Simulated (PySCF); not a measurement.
CCl, neutral, multiplicity 2. Atoms are numbered in the order given.

```xyz
2

C      0.0000     0.0000    -1.2214
Cl     0.0000     0.0000     0.4311
```
Charge 0, spin multiplicity 2.

The structure is a stationary point at r2SCAN-D4/def2-TZVPD.

The numbers are results of CAM-B3LYP/def2-TZVPD run with PySCF, not measurements.

Mulliken values depend strongly on the basis, most of all with diffuse functions as here. ESP charges are fitted to the potential on shells at 1.4 to 2.0 van der Waals radii. Atomic charges (e):

```csv
atom,Mulliken,ESP fit,meta-Löwdin,Mulliken spin
C1,-0.04,[?],-0.18,0.90
Cl2,0.04,[?],0.18,0.10
```

**Question.** What belongs in the gaps? (The exact figures need the calculation; the answer reports its results.)

**Answer.** 
- C1, ESP fit: -0.18
- Cl2, ESP fit: 0.18
